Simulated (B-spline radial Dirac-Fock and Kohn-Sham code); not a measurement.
Total and shell-resolved photoionisation of Lu⁴⁺

System: the Lu⁴⁺ ion, [Xe] 4f13.

Method: Dirac-Hartree-Slater photoionisation with all multipoles and Dirac-Fock thresholds. Computed with a B-spline atomic structure program.

Computed thresholds (eV): K 63370.1, L1 10938.5, L2 10410.7, L3 9305.9, M1 2560.7, M2 2329.2, M3 2090.4, M4 1702.6, M5 1651.6, N1 574.0, N2 479.1, N3 424.7, N4 268.3, N5 258.4, N6 66.17, N7 64.41, O1 117.0, O2 86.63, O3 78.83.

| photon energy (eV) | total (b) | K (%) | L (%) | M (%) | N (%) | O (%) |
| --- | --- | --- | --- | --- | --- | --- |
| 79 | 3.919e+06 | – | – | – | 100.0 | – |
| 219 | 6.045e+06 | – | – | – | 96.3 | 3.7 |
| 259 | 5.251e+06 | – | – | – | 96.5 | 3.5 |
| 313 | 4.547e+06 | – | – | – | 96.7 | 3.3 |
| 331 | 4.275e+06 | – | – | – | 96.7 | 3.3 |
| 443 | 3.288e+06 | – | – | – | 96.9 | 3.1 |
| 523 | 2.686e+06 | – | – | – | 96.9 | 3.1 |
| 529 | 2.642e+06 | – | – | – | 96.9 | 3.1 |
| 556 | 2.455e+06 | – | – | – | 96.8 | 3.2 |
| 650 | 1.993e+06 | – | – | – | 96.8 | 3.2 |
| 794 | 1.424e+06 | – | – | – | 96.6 | 3.4 |
| 798 | 1.411e+06 | – | – | – | 96.6 | 3.4 |
| 4670 | 168900 | – | – | 81.3 | 17.2 | 1.5 |
| 9620 | 70550 | – | 62.6 | 30.0 | 6.7 | 0.7 |
| 15600 | 31970 | – | 77.1 | 18.3 | 4.1 | 0.5 |
| 15800 | 30910 | – | 77.1 | 18.2 | 4.1 | 0.5 |
| 17700 | 22910 | – | 77.2 | 18.1 | 4.1 | 0.5 |
| 22300 | 12360 | – | 77.4 | 17.9 | 4.1 | 0.6 |
| 39800 | 2546 | – | 77.7 | 17.6 | 4.1 | 0.6 |
| 45500 | 1758 | – | 77.7 | 17.6 | 4.1 | 0.6 |
| 75500 | 2294 | 81.4 | 14.5 | 3.3 | 0.8 | 0.1 |
| 124000 | 608.7 | 82.6 | 13.5 | 3.0 | 0.7 | 0.1 |

**Question.** With what power of the photon energy does the total fall between 75500 and 124000 eV?

**Answer.** As E^-2.67. The non-relativistic Born limit for an s electron far above threshold is E^-3.5; near threshold and at relativistic energies the fall is slower.

Run: 4.7 s of CPU time on 1 thread of Intel(R) Xeon(R) Platinum 8488C (shared host), peak memory 0.41 GiB.
